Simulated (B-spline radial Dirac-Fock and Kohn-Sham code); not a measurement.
What relativity does to the binding energies of Fe⁷⁺

System: iron as Fe⁷⁺ in the configuration [Ar] 3d1.

Both columns are ΔSCF binding energies of the configuration average from a radial B-spline solver: non-relativistic Hartree-Fock with a point nucleus, and Dirac-Fock with a finite nucleus and the Coulomb interaction alone, averaged over the two j levels with weights 2j+1.

| shell | Hartree-Fock (eV) | Dirac-Fock (eV) | shift (eV) | shift (%) |
| --- | --- | --- | --- | --- |
| 1s | 7229.2 | 7294.3 | +65.15 | +0.90 |
| 2s | 1011.8 | 1025.3 | +13.49 | +1.33 |
| 2p | 886.9 | 889.1 | +2.21 | +0.25 |
| 3s | 246.4 | 248.9 | +2.43 | +0.98 |
| 3p | 204.8 | 205.3 | +0.44 | +0.22 |
| 3d | 150.4 | 149.9 | -0.53 | -0.35 |

Relativity binds 1s, 2s, 2p, 3s, 3p more strongly, among those listed most of all 2s in relative terms, and 3d more weakly, because the contracted s and p shells screen the nucleus better.

Values without a named source are computed, but for edge energies of neutral atoms, which are taken from tables.
